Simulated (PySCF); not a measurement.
C₂H₇NSi.
Cartesian coordinates in Å at the PBE0-D3(BJ)/def2-SVP level; atoms count from 1:
```
atom  x, y, z in Å
C1     2.1386    0.3533    0.3729
N2     1.0980    0.6145   -0.2896
Si3   -0.2772   -0.4686   -0.4786
C4    -1.8097    0.3981    0.1520
H5     2.9595    1.0923    0.4478
H6     2.3195   -0.6024    0.9143
H7    -0.4033   -0.7604   -1.9376
H8    -0.0572   -1.7630    0.2573
H9    -1.7451    0.5690    1.2374
H10   -2.7092   -0.2041   -0.0489
H11   -1.9256    1.3732   -0.3446
```

Jobs on this species (11 atoms, 40 electrons) with PySCF (density fitting). Hardware of each: Arm Neoverse V1, one thread, shared host. The host was shared with other jobs, so the times are rough.

| level and settings | work | basis functions | SCF cycles | wall time |
| --- | --- | --- | --- | --- |
| PBE0/pcSseg-1 | shieldings, charges and field gradients | 110 | ? | ? |
| delta-SCF UKS SCAN, pcX-2 on the ionised atom, pcseg-1 elsewhere, spin-free X2C | ΔSCF core ionisation, 5 holes | 137 | 78 | 26 s |
| PBE0/def2-SVPD | 10 singlets by full TDDFT, 4 Tamm–Dancoff triplets, polarisability, ΔSCF ions | 140 | 12 | 22 s |
| PBE0-D3(BJ)/def2-SVP, grid level 1 | geometry optimisation from a GFN2-xTB start | 95 | 53 | 21 s |
| mPW1PW91/pcSseg-2 | shieldings | 249 | 12 | 28 s |

Fill in the missing figures.

- PBE0/pcSseg-1; shieldings, charges and field gradients: 8.1 s, 12 SCF cycles

What do all jobs in the table cost together?

About 1.8 min; the longest takes about 27 % of that, and about 3.5 times as long as the shortest.
